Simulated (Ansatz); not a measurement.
A run for Ansatz (a program for electronic structure): R-wB97X-V/def2-TZVPPD on GeH4N2 (a complex), monomers drawn apart or pushed together. Files ending in .json are basis or fitting sets from the Basis Set Exchange.

Ansatz 0.2 input:
```yaml
crystal:
  periodic: [false, false, false]
  atoms:
    - {symbol: N, position_ang: [-0.44036939, 0.51231994, 0.14198750]}
    - {symbol: N, position_ang: [-0.11509484, 1.18972059, -0.64869821]}
    - {symbol: Ge, position_ang: [0.16168886, -0.50024731, 4.11447731]}
    - {symbol: H, position_ang: [1.38605685, 0.10785955, 3.41449293]}
    - {symbol: H, position_ang: [0.49518683, -0.75323622, 5.59305416]}
    - {symbol: H, position_ang: [-0.20928818, -1.82737077, 3.43832813]}
    - {symbol: H, position_ang: [-1.01962866, 0.47569315, 4.01718247]}
basis:
  gaussian:
    orbitals: def2-TZVPPD.json
hamiltonian:
  xc: {name: wB97X-V}
scf: {lower_state_search: off}
```

Task: Give the final energy of this run.

Result: -2188.7389 hartree.
